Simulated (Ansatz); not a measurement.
Consider the formal exchange of groups at the Sn–Si bond: `[CH3][SnH]([F])[SiH2]F` + `CCOC=O` → `CC[O][SnH]([CH3])[F]` + `O=C[SiH2]F`.

Isolated molecules relaxed with PBE0-D4/def2-TZVP in Ansatz; ΔE leaves out vibrations. CCSD(T)/CBS adds triple-zeta CCSD(T) − MP2 to the extrapolated MP2 energy (def2 sets, frozen cores). Functionals use def2-TZVPP. def2 core potentials past Kr. For Sn outer-core shells are correlated without core-valence functions, which leaves a few kJ/mol of doubt a bond. One conformer a species, not always the lowest.

`[CH3][SnH]([F])[SiH2]F`:

Cartesian coordinates in Å:
```
C -0.466 1.911 0.342
Sn -0.448 -0.186 0.713
F 0.687 -0.368 2.274
Si 0.697 -1.660 -1.068
F 1.811 -0.778 -1.817
H -1.167 2.147 -0.459
H 0.532 2.238 0.056
H -0.771 2.426 1.253
H -1.963 -0.778 1.248
H 1.365 -2.832 -0.451
H -0.277 -2.120 -2.092
```

`CCOC=O`:

Z-matrix (Å, degrees):
```
C
C 1 1.508
H 1 1.092 2 110.9
H 1 1.092 2 109.6 3 -119.5
H 1 1.091 2 110.8 3 121.2
O 2 1.438 1 111.3 3 -56.5
H 2 1.091 1 111.3 3 -178.0
H 2 1.090 1 111.5 3 59.7
C 6 1.329 2 116.4 1 -84.7
O 9 1.197 6 126.3 2 -0.4
H 9 1.100 6 109.1 2 179.9
```

`CC[O][SnH]([CH3])[F]`:

Z-matrix (Å, degrees):
```
C
C 1 1.514
H 1 1.092 2 110.7
H 1 1.093 2 110.5 3 -120.1
H 1 1.094 2 111.5 3 120.6
O 2 1.412 1 113.2 3 -55.6
H 2 1.096 1 109.6 3 62.9
H 2 1.098 1 109.9 3 -179.9
Sn 6 1.952 2 123.2 1 -67.3
C 9 2.113 6 105.2 2 -159.8
F 9 1.930 6 103.8 2 -46.2
H 9 1.705 6 112.7 2 65.5
H 10 1.090 9 108.6 6 -30.0
H 10 1.089 9 111.0 6 -150.9
H 10 1.090 9 108.1 6 88.7
```

`O=C[SiH2]F`:

```xyz
7

O    -1.307    0.395   -1.481
C    -1.062   -0.103   -0.411
Si    0.721    0.072    0.274
F     0.826   -0.656    1.695
H    -1.859   -0.645    0.149
H     1.657   -0.575   -0.671
H     1.023    1.511    0.445
```

**Question.** Is it downhill or uphill in electronic energy at CCSD(T)/CBS, and by how much? (Estimate.)

**Answer.** Computed: Uphill: ΔE = +0.49 eV.

**Question.** What do these levels give: r2SCAN-D4, ωB97X-V, PBE, PBE0, CCSD/def2-TZVPP, CCSD/CBS(def2)? (Estimate.)

**Answer.** The calculation gave: r2SCAN-D4 0.71, ωB97X-V 0.62, PBE 0.77, PBE0 0.78, CCSD/def2-TZVPP 0.53, CCSD/CBS(def2) 0.48 eV.

Largest T1 diagnostic among the species: 0.014.

In def2-TZVPP, CCSD(T) changes the Hartree–Fock value by −0.06 eV (the triples alone add +0.00 eV) and MP2 by −0.06 eV.
